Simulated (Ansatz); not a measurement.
`C[Se][InH][Cl]` + H₂ → `C[Se][InH2]` + HCl  (hydrogenolysis of the In–Cl bond)

Computed with Ansatz on PBE0-D4/def2-TZVP structures; ΔE is electronic, products minus reactants. CCSD(T)/CBS adds triple-zeta CCSD(T) − MP2 to the extrapolated MP2 energy (def2 sets, frozen cores). This one scheme is used for every species. DFT in def2-TZVPP. B3LYP here is the variant with VWN-RPA as its local correlation; programs differ in this. HSE06 is defined as in plane-wave codes. Elements past krypton have def2 core potentials. For In, Se outer-core shells are correlated without core-valence functions, which leaves a few kJ/mol of doubt a bond. Scalar relativity is left out up to krypton. Each species was taken in one conformer, which may not be the lowest.

Task: Is it downhill or uphill in electronic energy at CCSD(T)/CBS, and by how much? (An estimate is asked.)

Result: Computed: Uphill: ΔE = +113.1 kJ/mol.

Task: What do these levels give: B3LYP-D4, HSE06-D4, r2SCANh, BHLYP, SCS-MP2/def2-TZVPP, CCSD/def2-TZVPP? (Estimate.)

Result: The calculation gave: B3LYP-D4 111.1, HSE06-D4 107.1, r2SCANh 111.7, BHLYP 105.1, SCS-MP2/def2-TZVPP 110.6, CCSD/def2-TZVPP 101.6 kJ/mol.

Largest T1 diagnostic among the species: 0.013.

The D4 term adds +7.3 kJ/mol with B3LYP and +4.1 kJ/mol with PBE0; it sums over pairs of atoms, weighted by their polarisabilities, and B3LYP, whose exchange is more repulsive, gets the larger term. Leaving LDA and LC-ωPBE aside and taking each functional with its dispersion term where it has one, the values, not all of them listed here, spread over 10.3 kJ/mol, from B97M-V to r2SCAN-D4. LDA lies −7.7 kJ/mol from PBE without D4. At CCSD(T), def2-SVP lies −11.4 kJ/mol from the extrapolated value and def2-TZVPP −8.5 kJ/mol.
